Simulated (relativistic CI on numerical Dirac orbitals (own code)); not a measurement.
## Re2+: resonant inelastic scattering at the L2,3 edge

Computed with this model: Dirac-Coulomb-Breit CI, separate exchange-only KLI orbitals for each configuration, model QED (radiative potential, 1s self-energy scaled to tabulated hydrogen-like ionisation energies), valence Slater integrals scaled by 0.8, Kramers-Heisenberg scattering through one core-hole configuration in a parametric crystal field; configurations [Xe] 4f14 5d5 → [He] 2s2 2p5 3s2 3p6 3d10 4s2 4p6 4d10 4f14 5s2 5p6 5d6; 300 K; core-hole width 3 eV; summed over polarisations. Incident energies are the highest absorption maxima for each field (at most a few, so the weaker spin-orbit partner edge can be absent), on the computed scale of the free ion. Intensities are in per cent of the strongest line above 0.02 eV; levels within 1 cm⁻¹ are merged; final levels count from the ground level, the first row holds all elastic scattering, lines under 0.4 are left out and each table stops after 24 rows. The scale of the Slater integrals is a model choice and moves the terms in proportion.

Field parameters in Wybourne normalisation: D3d B²₀ = −7Dσ, B⁴₀ = −14Dq − 21Dτ, B⁴₃ = −14√(10/7) Dq; Td as Oh with Dq negative (B⁴₀ = 21Dq, B⁴₄ = √(5/14) B⁴₀). The field is a parameter set, without covalency.

S is read from ⟨S²⟩ = S(S + 1).

Td, 10Dq = -16200 cm⁻¹:

| Final level (eV) | Degeneracy | Irrep | S | 10534 eV |
| --- | --- | --- | --- | --- |
| 0.000 | 4 | Γ8 | 1.05 | 2059.7 |
| 0.207 | 2 | Γ7 | 1.76 | 67.3 |
| 0.462 | 4 | Γ8 | 2.11 | 16.2 |
| 0.700 | 2 | Γ7 | 1.71 | 34.2 |
| 0.994 | 2 | Γ6 | 1.49 | 10.4 |
| 1.035 | 4 | Γ8 | 1.48 | 17.9 |
| 1.427 | 4 | Γ8 | 1.60 | 24.9 |
| 1.474 | 2 | Γ7 | 1.37 | 19.3 |
| 1.579 | 4 | Γ8 | 1.44 | 38.2 |
| 1.604 | 2 | Γ6 | 1.43 | 1.7 |
| 1.624 | 2 | Γ7 | 1.51 | 7.9 |
| 1.656 | 4 | Γ8 | 1.47 | 14.7 |
| 1.941 | 2 | Γ6 | 0.71 | 75.3 |
| 2.044 | 4 | Γ8 | 0.76 | 100.0 |
| 2.089 | 2 | Γ7 | 0.81 | 17.3 |
| 2.231 | 2 | Γ7 | 0.85 | 13.8 |
| 2.262 | 4 | Γ8 | 0.81 | 51.2 |
| 2.487 | 4 | Γ8 | 0.77 | 32.8 |
| 2.731 | 4 | Γ8 | 1.02 | 35.9 |
| 2.752 | 2 | Γ6 | 0.92 | 17.1 |
| 2.871 | 2 | Γ7 | 1.10 | 45.5 |
| 2.963 | 2 | Γ6 | 1.42 | 0.7 |
| 2.990 | 4 | Γ8 | 1.35 | 9.8 |
| 3.016 | 4 | Γ8 | 1.21 | 15.1 |

D3d, 10Dq = 25550, Dσ = -60, Dτ = -190 cm⁻¹:

```tsv
Final level (eV)	Degeneracy	Irrep	S	10534.8 eV
0.000	2	Γ4	0.61	1788.6
0.564	2	Γ4	0.59	46.1
0.669	2	Γ5+Γ6	0.60	45.2
1.841	2	Γ5+Γ6	1.64	22.7
1.854	2	Γ4	1.65	24.7
1.986	2	Γ4	1.70	54.5
2.140	2	Γ5+Γ6	1.50	31.0
2.188	2	Γ4	1.49	27.4
2.266	2	Γ4	1.50	24.6
2.637	2	Γ4	1.47	32.2
2.656	2	Γ5+Γ6	1.51	47.9
2.714	2	Γ4	1.62	34.3
2.740	2	Γ4	1.39	32.1
2.749	2	Γ5+Γ6	1.48	29.2
2.761	2	Γ4	1.42	14.6
2.991	2	Γ4	2.26	3.8
2.996	2	Γ5+Γ6	2.20	5.5
3.010	2	Γ4	2.13	13.5
3.033	2	Γ4	0.68	100.0
3.054	2	Γ5+Γ6	0.70	87.3
3.201	2	Γ4	0.65	67.7
3.367	2	Γ4	0.58	23.3
3.422	2	Γ4	0.78	16.2
3.500	2	Γ5+Γ6	0.67	21.3
```

For the first field the strongest loss at the lowest incident energy is the level at 2.04 eV (S = 0.76, against 1.05 in the thermal ground state). Levels of other spin, the first over 8 % at 0.21 eV, appear because spin-orbit coupling of the core hole, and in heavier ions of the valence shell too, mixes spins.
